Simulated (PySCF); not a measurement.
## How many f electrons in EuCl?

Unrestricted PBE0; basis Eu x2c-TZVPall, Cl x2c-TZVPall; spin-free X2C with a Gaussian nucleus; PySCF 2.14. The search starts from ions with several 4f fillings and holds each by maximum overlap.

The lowest solution has 2Ms+1 = 9, about 7.0 4f electrons, near 2.56 Å.

The lowest solution of each spin and filling, followed along the bond (rough minima from three points):

```json
{"2Ms+1": "9", "4f population": "7.01", "⟨S²⟩ at the start": "20.01", "R at minimum (Å)": "2.56", "Te (eV)": "0.00"}
{"2Ms+1": "7", "4f population": "7.01", "⟨S²⟩ at the start": "13.00", "R at minimum (Å)": "2.55", "Te (eV)": "0.24"}
```

Solutions at the starting distance of 2.480 Å, counted from the lowest; the search is not exhaustive:

```
2Ms+1  4f population  E (eV)   ⟨S²⟩  ⟨Lz²⟩  μ (D)
    9           7.01    0.00  20.01    0.0  -4.43
    7           7.01    0.24  13.00    0.0  -3.98
    9           7.01    1.58  20.01    1.0  -2.92
    9           6.99    1.60  20.01    4.0  -7.09
    7           7.01    1.85  13.01    1.0  -2.15
    7           7.00    2.11  13.01    4.0  -6.92
    9           6.03    3.21  20.01    8.0  -4.61
    7           6.07    3.29  12.06    4.0  -2.82
    9           6.04    3.30  20.01   10.0  -4.54
```

Partly filled real f orbitals mix terms, so no term symbols are given. A positive dipole means Eu(−)Cl(+).

Spin–orbit coupling is left out. Counting both spins, an empty level lies below a filled one in some of these solutions, because spin and occupation are held. With d or f electrons several states lie close, and the lowest PBE0 determinant need not be the measured ground state.
